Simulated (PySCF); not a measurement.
C₂H₅FSn, SMILES [SnH2]([F])[CH]=C.

Coordinates come from a PBE0-D3(BJ)/def2-SVP optimisation. The def2 effective core potentials stand for the cores of Sn; spin–orbit coupling is left out. One conformer was computed; it need not be the lowest.

All values below come from PySCF with TDA-LC-ωPBE/def2-SVPD.

Vertical excitations. Gas-phase values at a fixed geometry.

Computed excitation energies, oscillator strengths and character:
| state | energy (eV) | λ (nm) | f | main pairs |
|---|---|---|---|---|
| S1 | 6.39 | 194 | 0.002 | HOMO−1→LUMO 74 % |
| S2 | 7.45 | 166 | 0.112 | HOMO−2→LUMO 44 %, HOMO→LUMO 35 %, HOMO−2→LUMO+2 7 % |
| S3 | 7.72 | 161 | 0.321 | HOMO→LUMO 43 %, HOMO−2→LUMO 34 %, HOMO−1→LUMO+2 7 % |
| S4 | 7.89 | 157 | 0.088 | HOMO−1→LUMO+2 46 %, HOMO−1→LUMO 12 %, HOMO→LUMO+2 11 %, HOMO−3→LUMO 11 % |
| S5 | 8.32 | 149 | 0.091 | HOMO→LUMO+3 58 %, HOMO−1→LUMO+3 15 % |
| S6 | 8.52 | 146 | 0.202 | HOMO→LUMO+2 32 %, HOMO→LUMO+1 14 %, HOMO→LUMO+3 11 %, HOMO−1→LUMO+2 8 % |
| S7 | 8.76 | 142 | 0.012 | HOMO−1→LUMO+1 23 %, HOMO−3→LUMO 16 %, HOMO→LUMO+2 10 %, HOMO−1→LUMO+2 7 % |
| S8 | 8.78 | 141 | 0.060 | HOMO→LUMO+1 44 %, HOMO−1→LUMO+3 13 %, HOMO→LUMO+5 8 % |
| S9 | 8.85 | 140 | 0.011 | HOMO−1→LUMO+1 35 %, HOMO−1→LUMO+3 14 %, HOMO−3→LUMO 9 %, HOMO−2→LUMO+3 5 % |
| S10 | 8.95 | 139 | 0.004 | HOMO−2→LUMO+3 27 %, HOMO−3→LUMO 16 %, HOMO−4→LUMO 11 % |
| T1 | 4.12 | 301 | 0 | HOMO→LUMO 54 %, HOMO→LUMO+2 23 % |
| T2 | 5.78 | 215 | 0 | HOMO−1→LUMO 71 % |
| T3 | 6.99 | 177 | 0 | HOMO−2→LUMO 60 %, HOMO−2→LUMO+2 10 % |
| T4 | 7.18 | 173 | 0 | HOMO−2→LUMO+1 11 %, HOMO−1→LUMO+3 9 %, HOMO−1→LUMO+2 9 %, HOMO−1→LUMO+1 9 % |
Triplets are in the Tamm–Dancoff approximation.
